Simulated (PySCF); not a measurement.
Computed with delta-SCF UKS SCAN, pcX-2 on the ionised atom, pcseg-1 elsewhere, spin-free X2C in PySCF. Geometries: PBE0-D3(BJ)/def2-SVP; isolated species, one conformer each. Kα1 is taken as the energy difference of the 1s-hole and 2p3/2-hole states at the ground state's geometry. The 2p values add to the ΔSCF energy of one spin-free hole a correction within the shell (spin–orbit coupling, ligand field).

```tsv
site	P 2p3/2 (eV)
P1 in `[PH2:1][BH2-:2][PH3+:3]`	135.34
phosphorus in `[SiH3]OBP`	136.23
phosphorus in `[CH3][Ge@H]([PH2])[Br]`	136.46
```

Q: What are the P 1s binding energies, and the Kα1 emission energies that follow?

A: 
| site | bonded to | 1s (eV) | 2p3/2 (eV) | Kα1 = 1s − 2p3/2 (eV) |
| --- | --- | --- | --- | --- |
| P1 in `[PH2:1][BH2-:2][PH3+:3]` | 2 H and B | 2148.90 | 135.34 | 2013.56 |
| phosphorus in `[SiH3]OBP` | 2 H and B | 2149.76 | 136.23 | 2013.53 |
| phosphorus in `[CH3][Ge@H]([PH2])[Br]` | 2 H and Ge | 2149.98 | 136.46 | 2013.52 |

Ranges: 1s 1.08 eV, 2p3/2 1.12 eV, Kα1 0.04 eV. A straight-line fit of 1s on 2p3/2 has slope 0.97.

| site | Si 2p3/2 (eV) |
| --- | --- |
| silicon in `[SiH3]OBP` | 108.00 |
| Si5 in `[CH3:1][C:2]#[C:3][SiH2:4][SiH3:5]` | 106.36 |
| silicon in `FP=[Si](F)F` | 109.73 |

Q: What are the Si 1s binding energies, and the Kα1 emission energies that follow?

A: 
```tsv
site	bonded to	1s (eV)	2p3/2 (eV)	Kα1 = 1s − 2p3/2 (eV)
Si5 in `[CH3:1][C:2]#[C:3][SiH2:4][SiH3:5]`	3 H and Si	1846.07	106.36	1739.71
silicon in `[SiH3]OBP`	O and 3 H	1847.89	108.00	1739.89
silicon in `FP=[Si](F)F`	2 F and P (double bond)	1849.73	109.73	1740.00
```

Ranges: 1s 3.66 eV, 2p3/2 3.37 eV, Kα1 0.29 eV. A straight-line fit of 1s on 2p3/2 has slope 1.09.
